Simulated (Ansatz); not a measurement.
Calculated with Ansatz (gas phase, PBE0-D4/def2-TZVP geometries, no zero-point term in ΔE). CBS: MP2 limit from def2 TZ/QZ plus the TZ coupled-cluster correction, frozen cores. Elements past krypton have def2 core potentials. For Ge, Sn outer-core shells are correlated without core-valence functions, which leaves a few kJ/mol of doubt a bond. Scalar relativity is left out up to krypton.

Reaction (redistribution): `N#[C][Ge]([F])([F])[F]` + `N#[C][Sn]([F])([Cl])[Cl]` → `N#[C][Ge]([F])([F])[C]#N` + `[F][Sn]([F])([Cl])[Cl]`

```json
{"level": "SCS-MP2/def2-TZVPP", "ΔE (eV)": "0.27"}
{"level": "CCSD/def2-TZVPP", "ΔE (eV)": "0.28"}
```

(1) What does CCSD(T)/CBS give? (Best estimate.)

(2) What do rigid-rotor, harmonic-oscillator terms from PBE0-D4/def2-TZVP frequencies (298.15 K, 1 bar) make of the CCSD(T)/CBS value? (Best estimate.)

Largest T1 diagnostic among the species: 0.014.

Answers

(1) The calculation gave: +0.20 eV. The listed levels differ from it by 0.07, 0.08 eV.

(2) Computed: ΔZPE = 0.00 eV, ΔH = +0.20 eV, ΔS = -3 J/(mol·K), ΔG = +0.21 eV.

At CCSD(T), def2-SVP lies +0.07 eV from the extrapolated value and def2-TZVPP +0.07 eV. From PBE to PBE0 (25 % exact exchange), in def2-TZVPP and without D4, ΔE moves by +0.06 eV. Leaving LDA and LC-ωPBE aside and taking each functional with its dispersion term where it has one, the values, not all of them listed here, spread over 0.13 eV, from BLYP-D4 to PBE-QIDH. LDA lies +0.04 eV from PBE without D4.
